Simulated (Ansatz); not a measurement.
C4H2F4 (`FC1=CC(F)C1(F)F`), 10 atoms. Total charge 0; spin multiplicity 1. All runs use 4 threads of an Arm Neoverse V2 on a shared host. Correlated methods freeze the cores.

Q: How many basis functions does each run have, and how long does it take in Ansatz? direct RPA on PBE orbitals/def2-TZVPP energy; RKS PBE-QIDH (frozen core)/def2-TZVPP energy; RHF-CCSD(T)/def2-SVP energy; RKS PBE0-D4/def2-QZVPP energy; RKS ωB97M-V/def2-SVP energy; RKS ωB97X-V/def2-TZVPP energy; RKS PBE0-D4/def2-TZVP frequencies; RHF-MP2/def2-QZVPP energy; RKS ωB97M-V/def2-TZVPP energy and forces; RKS ωB97M-V/def2-QZVPP energy; RKS PBE0-D4/def2-SVP energy; RKS BHLYP-D4/def2-TZVPP energy. (Estimate.)

A: Computed: Other jobs shared the machine, so times are rough.

| level | job | functions | wall time | peak host memory (GiB) |
| --- | --- | --- | --- | --- |
| RKS PBE0-D4/def2-SVP | energy | 122 | 1.2 s | 0.3 |
| RKS BHLYP-D4/def2-TZVPP | energy | 276 | 4 s | 0.82 |
| RKS ωB97M-V/def2-SVP | energy | 122 | 4.6 s | 0.4 |
| direct RPA on PBE orbitals/def2-TZVPP | energy | 276 | 7.5 s | 0.8 |
| RKS PBE-QIDH (frozen core)/def2-TZVPP | energy | 276 | 8 s | 0.87 |
| RKS ωB97X-V/def2-TZVPP | energy | 276 | 9 s | 0.93 |
| RKS PBE0-D4/def2-QZVPP | energy | 516 | 10 s | 2 |
| RKS ωB97M-V/def2-TZVPP | energy and forces | 276 | 14 s | 1.1 |
| RHF-CCSD(T)/def2-SVP | energy | 122 | 20 s | 0.88 |
| RKS ωB97M-V/def2-QZVPP | energy | 516 | 22 s | 2.4 |
| RHF-MP2/def2-QZVPP | energy | 516 | 31 s | 3.9 |
| RKS PBE0-D4/def2-TZVP | frequencies | 260 | 3.5 min | 0.81 |
